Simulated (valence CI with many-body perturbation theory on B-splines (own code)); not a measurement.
Forbidden lines of Au⁵⁶⁺

Level of theory: relativistic CI+MBPT: five valence electrons over a frozen Dirac-Fock core [Ar], a basis of 7 s, 7 p, 8 d, 6 f, 4 g, 1 h functions for each j, with the one-electron correlation potential Σ1 (screened to all orders), the two-electron term Σ2, the three-electron term Σ3, Breit, model QED; selected single and double excitations, second order for the rest (own B-spline code, finite nucleus).

No measured spectrum was set against this ion. As an estimate, large intervals hold to a few tenths of a per cent, small ones and those within an open d or f shell to about a per cent. The list stops below the first excitations out of the core. Only levels of the ground parity were solved; by the run's estimate the other parity begins above the list, which can be wrong where configurations are misplaced.

Lines 1 to 50 of 86 in falling wavelength, among levels below 2195700 cm⁻¹, chosen from the decays that carry over 1 % of a level's rate. Wavelengths and rates use the calculated energies. Electric multipoles are in the length gauge, E1 and E2 with the static RPA response of the core. Weak lines are less certain than strong ones. Lines between different terms over intervals too small for the method are left out, as are lines whose strength nearly cancels. The highest levels of a list are the least certain. Branching is blank where the lifetime is uncertain.

Levels are named by their leading jj configuration (3d3/2^4 stands for four electrons in 3d with j = 3/2), which in mixed levels can hold well under half, so a name can repeat and another be missing. Letters in brackets count levels of one name in rising energy.

```tsv
λ vac (Å)	Upper	Lower	Type	A (s⁻¹)	Branch %
11240	(3d3/2^3 3d5/2^2) J=11/2	(3d3/2^3 3d5/2^2) J=7/2 [a]	E2	4.89e-09	
1921	(3d3/2^3 3d5/2^2) J=9/2	(3d3/2^3 3d5/2^2) J=11/2	M1	1.06e+03	28.2
1641	(3d3/2^3 3d5/2^2) J=9/2	(3d3/2^3 3d5/2^2) J=7/2 [a]	M1	1.90e+03	50.6
1283	(3d3/2^3 3d5/2^2) J=5/2 [b]	(3d3/2^3 3d5/2^2) J=3/2 [a]	M1	3.06e+03	2.1
861.5	(3d3/2^3 3d5/2^2) J=1/2	(3d3/2^3 3d5/2^2) J=3/2 [a]	M1	3.03e+04	91.5
746.6	(3d3/2^3 3d5/2^2) J=7/2 [b]	(3d3/2^3 3d5/2^2) J=7/2 [a]	M1	4.82e+03	1.6
510.9	(3d3/2^3 3d5/2^2) J=5/2 [b]	(3d3/2^3 3d5/2^2) J=5/2 [a]	M1	4.83e+04	33.4
507.5	(3d3/2^3 3d5/2^2) J=3/2 [b]	(3d3/2^3 3d5/2^2) J=5/2 [b]	M1	1.44e+04	2.1
369.8	(3d3/2^2 3d5/2^3) J=3/2 [c]	(3d3/2^2 3d5/2^3) J=5/2 [c]	M1	7.57e+04	2.1
363.7	(3d3/2^3 3d5/2^2) J=3/2 [b]	(3d3/2^3 3d5/2^2) J=3/2 [a]	M1	3.89e+04	5.7
254.6	(3d3/2^3 3d5/2^2) J=3/2 [b]	(3d3/2^3 3d5/2^2) J=5/2 [a]	M1	2.90e+04	4.3
252.9	(3d3/2^2 3d5/2^3) J=5/2 [d]	(3d3/2^2 3d5/2^3) J=5/2 [b]	M1	1.33e+05	2.3
208.2	(3d3/2^2 3d5/2^3) J=5/2 [d]	(3d3/2^2 3d5/2^3) J=7/2 [a]	M1	1.33e+05	2.3
194.8	(3d3/2^2 3d5/2^3) J=1/2 [a]	(3d3/2^3 3d5/2^2) J=3/2 [b]	M1	9.35e+05	7.0
191.2	(3d3/2^2 3d5/2^3) J=3/2 [a]	(3d3/2^3 3d5/2^2) J=3/2 [b]	M1	3.27e+05	1.8
188.4	(3d3/2^2 3d5/2^3) J=5/2 [b]	(3d3/2^3 3d5/2^2) J=3/2 [b]	M1	4.71e+05	4.7
161.5	(3d3/2^2 3d5/2^3) J=5/2 [c]	(3d3/2^3 3d5/2^2) J=3/2 [b]	M1	2.34e+06	18.8
161.5	(3d3/2^2 3d5/2^3) J=3/2 [b]	(3d3/2^3 3d5/2^2) J=3/2 [b]	M1	5.99e+04	1.3
160.0	(3d3/2^2 3d5/2^3) J=9/2 [a]	(3d3/2^3 3d5/2^2) J=7/2 [b]	M1	7.88e+05	11.0
155.5	(3d3/2^2 3d5/2^3) J=7/2 [a]	(3d3/2^3 3d5/2^2) J=5/2 [b]	M1	1.63e+06	15.2
155.4	(3d3/2^2 3d5/2^3) J=5/2 [a]	(3d3/2^3 3d5/2^2) J=3/2 [a]	M1	4.10e+05	2.2
151.1	(3d3/2^2 3d5/2^3) J=5/2 [a]	(3d3/2^3 3d5/2^2) J=7/2 [a]	M1	1.31e+06	6.9
148.8	(3d3/2^2 3d5/2^3) J=1/2 [a]	(3d3/2^3 3d5/2^2) J=1/2	M1	3.72e+06	27.6
148.8	(3d3/2^3 3d5/2^2) J=5/2 [a]	(3d3/2^4 3d5/2) J=5/2	M1	9.53e+06	100.0
147.7	(3d3/2^2 3d5/2^3) J=1/2 [b]	(3d3/2^3 3d5/2^2) J=3/2 [b]	M1	2.46e+05	2.7
147.4	(3d3/2^2 3d5/2^3) J=7/2 [a]	(3d3/2^3 3d5/2^2) J=9/2	M1	2.46e+06	22.9
147.2	(3d3/2^2 3d5/2^3) J=11/2	(3d3/2^3 3d5/2^2) J=9/2	M1	1.01e+06	14.0
146.6	(3d3/2^2 3d5/2^3) J=3/2 [a]	(3d3/2^3 3d5/2^2) J=1/2	M1	8.97e+05	5.0
144.8	(3d3/2^2 3d5/2^3) J=5/2 [b]	(3d3/2^3 3d5/2^2) J=7/2 [b]	M1	9.44e+05	9.4
143.3	(3d3/2^2 3d5/2^3) J=9/2 [a]	(3d3/2^3 3d5/2^2) J=9/2	M1	8.74e+04	1.2
138.9	(3d3/2^2 3d5/2^3) J=3/2 [a]	(3d3/2^3 3d5/2^2) J=5/2 [b]	M1	3.21e+06	17.9
137.4	(3d3/2^2 3d5/2^3) J=5/2 [b]	(3d3/2^3 3d5/2^2) J=5/2 [b]	M1	3.62e+06	36.1
136.7	(3d3/2^2 3d5/2^3) J=11/2	(3d3/2^3 3d5/2^2) J=11/2	M1	6.20e+06	86.0
135.9	(3d3/2^2 3d5/2^3) J=9/2 [b]	(3d3/2^3 3d5/2^2) J=7/2 [b]	M1	1.06e+06	9.3
135.2	(3d3/2^2 3d5/2^3) J=7/2 [a]	(3d3/2^3 3d5/2^2) J=7/2 [a]	M1	3.83e+06	35.8
133.3	(3d3/2^2 3d5/2^3) J=9/2 [a]	(3d3/2^3 3d5/2^2) J=11/2	M1	2.48e+06	34.5
132.1	(3d3/2^2 3d5/2^3) J=7/2 [b]	(3d3/2^3 3d5/2^2) J=7/2 [b]	M1	1.15e+06	32.1
131.8	(3d3/2^2 3d5/2^3) J=9/2 [a]	(3d3/2^3 3d5/2^2) J=7/2 [a]	M1	3.82e+06	53.2
131.4	(3d3/2^2 3d5/2^3) J=5/2 [a]	(3d3/2^3 3d5/2^2) J=5/2 [a]	M1	1.72e+07	90.6
129.6	(3d3/2^3 3d5/2^2) J=7/2 [a]	(3d3/2^4 3d5/2) J=5/2	M1	4.28e+06	99.8
129.2	(3d3/2^2 3d5/2^3) J=13/2	(3d3/2^3 3d5/2^2) J=11/2	M1	1.37e+06	99.9
128.5	(3d3/2^2 3d5/2^3) J=3/2 [b]	(3d3/2^3 3d5/2^2) J=1/2	M1	6.43e+05	13.6
128.4	(3d3/2^2 3d5/2^3) J=5/2 [c]	(3d3/2^3 3d5/2^2) J=7/2 [b]	M1	4.03e+06	32.4
126.9	(3d3/2^2 3d5/2^3) J=1/2 [a]	(3d3/2^3 3d5/2^2) J=3/2 [a]	M1	8.79e+06	65.4
126.6	(3d3/2^3 3d5/2^2) J=3/2 [a]	(3d3/2^4 3d5/2) J=5/2	M1	9.63e+06	100.0
125.9	(3d3/2^2 3d5/2^3) J=7/2 [b]	(3d3/2^3 3d5/2^2) J=5/2 [b]	M1	1.92e+05	5.4
125.3	(3d3/2^2 3d5/2^3) J=3/2 [a]	(3d3/2^3 3d5/2^2) J=3/2 [a]	M1	8.67e+06	48.4
124.1	(3d3/2^2 3d5/2^3) J=5/2 [b]	(3d3/2^3 3d5/2^2) J=3/2 [a]	M1	1.42e+06	14.2
123.7	(3d3/2^2 3d5/2^3) J=9/2 [b]	(3d3/2^3 3d5/2^2) J=9/2	M1	6.50e+06	57.0
122.5	(3d3/2^2 3d5/2^3) J=5/2 [c]	(3d3/2^3 3d5/2^2) J=5/2 [b]	M1	3.35e+05	2.7
```
